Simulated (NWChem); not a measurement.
System: C$_{4}$H$_{6}$S; SMILES C=C=CSC

```xyz
11

C     -0.3207     2.5191     0.0003
C      0.3493     1.3939    -0.0005
C      1.0254     0.2694    -0.0015
S      0.3872    -1.3696     0.0000
C     -1.3854    -1.0602     0.0018
H     -0.6077     3.0154     0.9354
H     -0.6111     3.0149    -0.9339
H      2.1221     0.2886    -0.0035
H     -1.8724    -2.0448     0.0020
H     -1.6887    -0.5029     0.9000
H     -1.6903    -0.5025    -0.8957
```
Atoms are numbered in this order, from 1.

All runs: NWChem. All runs use the structure optimised with PBE0/def2-SVP. B3LYP is NWChem's, with the RPA form of VWN correlation. Level: B3LYP/def2-SVP with SMD (1 M gas to 1 M solution), gas-phase geometry.

| solvent | dielectric constant | solvation free energy (kcal/mol) | cavity-dispersion-structure term (kcal/mol) | dipole in solution (D) |
|---|---|---|---|---|
| water | 78.4 | 0.5 | 4.0 | 1.55 |
| chloroform | 4.71 | -4.1 | -1.4 | 1.45 |
| cyclohexane | 2.02 | -3.0 | -1.3 | 1.32 |
| acetonitrile | 35.7 | -3.6 | -0.1 | 1.54 |
| ethylene glycol | 40.2 | -0.3 | 3.2 | 1.54 |
| N,N-dimethylformamide | 37.2 | -2.8 | 0.7 | 1.54 |
